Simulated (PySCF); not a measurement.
**Electron correlation in As²⁺ (arsenic, charge +2)**

[Ar] 3d10 4s2 4p1, 2P determinant. All numbers are calculated (PySCF 2.14, the non-relativistic Hamiltonian (point nucleus), in def2-TZVP). Frozen: [Ar] 3d10; 3 electrons correlated.

MP2 pair energies summed by pair of shells (mhartree):

```json
{"pair": "4s-4s", "energy": "-22.47", "share (%)": "55.5"}
{"pair": "4s-4p", "energy": "-18.03", "share (%)": "44.5"}
```

Total MP2 correlation energy: -40.50 mhartree.

Same-spin part -2.60 and opposite-spin part -37.90 mhartree; SCS-MP2 scales them by 1/3 and 6/5 to -46.35 mhartree.

```json
{"level": "CCSD", "correlation energy (mhartree)": "-54.96"}
{"level": "(T)", "correlation energy (mhartree)": "-0.76"}
{"level": "CCSD(T)", "correlation energy (mhartree)": "-55.72"}
```

Diagnostics: T1 = 0.0090, D1 = 0.0208, largest double amplitude 0.099.

Task: Is a single reference adequate?

Result: Mostly. T1 lies below 0.03, but a double amplitude of this size points to a near-degeneracy that CCSD handles and MP2 describes poorly.
